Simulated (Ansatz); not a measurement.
Born–Oppenheimer molecular dynamics of C3H8SSi (13 atoms, charge 0, multiplicity 1). It starts from a relaxed structure.

Computed with Ansatz 0.2.0, RKS PBE0-D4/STO-3G.

| Quantity | Value |
| --- | --- |
| ensemble | NVT, Langevin thermostat |
| time step | 0.5 fs |
| steps asked | 245 |
| set temperature | 300 K |
| friction | 0.001 /fs |
| seed | 774125 |

First frame:

```xyz
13
Properties=species:S:1:pos:R:3
C -1.369 -0.771 -0.688
Si -0.162 0.063 0.474
C 1.518 -0.747 0.331
C -0.021 1.881 0.024
S -0.469 3.145 0.917
H -2.366 -0.327 -0.611
H -1.460 -1.837 -0.458
H -1.043 -0.682 -1.729
H -0.644 -0.050 1.831
H 1.918 -0.653 -0.683
H 1.459 -1.814 0.568
H 2.239 -0.293 1.018
H 0.420 2.051 -0.979
```

Q: How far do the bonds stretch over the last three quarters of this one trajectory? (Pairs bonded in most of those frames.)

A: 
```csv
bond,mean (Å),spread (Å),shortest,longest
C1–Si2,1.877,0.022,1.83,1.92
C1–H6,1.095,0.006,1.08,1.11
C1–H7,1.095,0.006,1.08,1.11
C1–H8,1.096,0.014,1.07,1.12
Si2–C3,1.872,0.023,1.83,1.91
Si2–C4,1.882,0.025,1.83,1.92
Si2–H9,1.446,0.028,1.40,1.49
C3–H10,1.095,0.011,1.07,1.11
C3–H11,1.096,0.026,1.05,1.15
C3–H12,1.096,0.025,1.05,1.14
C4–S5,1.612,0.007,1.60,1.63
C4–H13,1.111,0.024,1.07,1.15
```

Mean temperature of the second half: 175 K. The mean temperature of the second half is 42 % below the set value. A run of 0.12 ps of so small a system gives no equilibrium averages. Limits of this set-up: minimal basis.

The run took 8.6 min on 1 thread of Arm Neoverse V1 (shared host), peak memory 0.095 GiB.
